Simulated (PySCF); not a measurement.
Bromine oxoborane, BBrO.
Z-matrix (Å and degrees, PBE0-D3(BJ)/def2-SVP geometry), rows numbered from 1:
```
O 
B   1  1.2047
Br  2  1.8374  1  179.96
```

Level: B3LYP/def2-SVPD in PySCF, non-relativistic, on one gas-phase PBE0-D3(BJ)/def2-SVP geometry that isn't relaxed in the solvent. The solvent is an IEF-PCM continuum (van der Waals radii × 1.2), and excitations are vertical TDDFT with non-equilibrium linear response and a frozen core. Only the electrostatic response of the medium enters. Spin–orbit coupling is left out although an atom past zinc is present.

Gas-phase singlets (H = HOMO, L = LUMO):

```tsv
state	E (eV)	λ (nm)	f	leading configurations
S1	7.196	172	0.003	H-1→L 98%
S2	7.196	172	0.003	H→L 98%
S3	7.597	163	0.000	H→L+1 48%, H-1→L+2 48%
S4	7.744	160	0.000	H→L+2 40%, H-1→L+1 40%, H-1→L+2 9%
S5	7.744	160	0.000	H-1→L+2 40%, H→L+1 40%, H→L+2 9%
```

Q: Give the list for acetone (ε = 20.49), n² = 1.85.

A: 
```tsv
state	E (eV)	λ (nm)	f	leading configurations	change by rank (eV)
S1	7.238	171	0.007	H→L 98%	+0.042
S2	7.238	171	0.007	H-1→L 98%	+0.042
S3	7.636	162	0.000	H-1→L+1 49%, H→L+2 49%	+0.039
S4	7.757	160	0.000	H→L+2 49%, H-1→L+1 49%	+0.013
S5	7.757	160	0.000	H→L+1 49%, H-1→L+2 49%	+0.013
```

Q: Give the list for methanol (ε = 32.61), n² = 1.77.

A: 
| state | E (eV) | λ (nm) | f | leading configurations | change by rank (eV) |
| --- | --- | --- | --- | --- | --- |
| S1 | 7.239 | 171 | 0.007 | H→L 98% | +0.043 |
| S2 | 7.239 | 171 | 0.007 | H-1→L 98% | +0.043 |
| S3 | 7.635 | 162 | 0.000 | H-1→L+1 49%, H→L+2 49% | +0.038 |
| S4 | 7.756 | 160 | 0.000 | H→L+2 49%, H-1→L+1 49% | +0.012 |
| S5 | 7.756 | 160 | 0.000 | H→L+1 49%, H-1→L+2 49% | +0.012 |

Q: How do the frontier levels move from gas to methanol?

A: 
```json
{"orbital": "LUMO+2", "gas (eV)": "-0.16", "solvent (eV)": "-0.03", "change (eV)": "+0.13"}
{"orbital": "LUMO+1", "gas (eV)": "-0.16", "solvent (eV)": "-0.03", "change (eV)": "+0.13"}
{"orbital": "LUMO", "gas (eV)": "-1.04", "solvent (eV)": "-0.82", "change (eV)": "+0.22"}
{"orbital": "HOMO", "gas (eV)": "-9.40", "solvent (eV)": "-9.23", "change (eV)": "+0.17"}
{"orbital": "HOMO-1", "gas (eV)": "-9.40", "solvent (eV)": "-9.23", "change (eV)": "+0.17"}
{"orbital": "HOMO-2", "gas (eV)": "-10.89", "solvent (eV)": "-10.89", "change (eV)": "0.00"}
{"orbital": "HOMO-3", "gas (eV)": "-10.89", "solvent (eV)": "-10.89", "change (eV)": "0.00"}
```

The HOMO–LUMO gap goes from 8.36 to 8.41 eV.
